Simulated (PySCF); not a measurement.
3-fluoro-4-methyl-2H-oxete (C₄H₅FO), SMILES CC1=C(F)CO1.

The structure is a stationary point at r2SCAN-D4/def2-SVP.

Computed with r2SCAN-D4/def2-SVP run with PySCF.

Harmonic, unscaled wavenumbers; measured fundamentals usually lie a few per cent lower.

```tsv
mode	ν (cm⁻¹)	IR (km/mol)	Raman (Å⁴/amu)	depolarisation	moving atoms (share of kinetic energy)
1	152	0.4	0.3	0.75	H 95 %
2	219	14.5	0.2	0.75	C 54 %, H 40 %
3	235	1.7	1.4	0.72	C 37 %, F 34 %, H 23 %
4	316	0.9	1.3	0.75	C 51 %, O 23 %, F 18 %
5	435	13.6	2.3	0.73	C 48 %, H 20 %, F 19 %, O 13 %
6	501	3.1	3.5	0.75	C 58 %, H 29 %, O 13 %
7	692	4.5	3.9	0.72	C 41 %, F 32 %, O 16 %, H 11 %
8	742	13.8	7.9	0.12	C 52 %, F 22 %, H 16 %, O 10 %
9	922	10.9	2.1	0.18	O 43 %, H 35 %, C 21 %
10	939	45.2	3.4	0.42	C 52 %, O 35 %, H 13 %
11	983	3.0	4.9	0.75	H 60 %, C 38 %
12	1039	0.9	0.0	–	H 65 %, C 35 %
13	1097	0.9	7.1	0.75	H 88 %
14	1110	51.0	2.6	0.70	C 52 %, H 39 %
15	1188	11.9	1.1	0.59	C 67 %, H 32 %
16	1278	69.6	9.7	0.60	H 44 %, C 39 %, O 14 %
17	1348	72.5	3.6	0.51	H 49 %, C 45 %
18	1411	80.0	13.2	0.42	C 64 %, H 30 %
19	1433	10.9	15.6	0.75	H 97 %
20	1450	3.6	39.0	0.46	H 94 %
21	1463	3.7	23.4	0.67	H 87 %, C 12 %
22	1826	49.2	46.2	0.20	C 96 %
23	3031	16.2	246.0	0.04	H 97 %
24	3060	32.3	202.9	0.13	H 95 %
25	3112	6.0	115.2	0.75	H 91 %, C 9 %
26	3134	12.7	119.1	0.75	H 90 %, C 10 %
27	3162	3.6	78.2	0.75	H 91 %, C 9 %
```
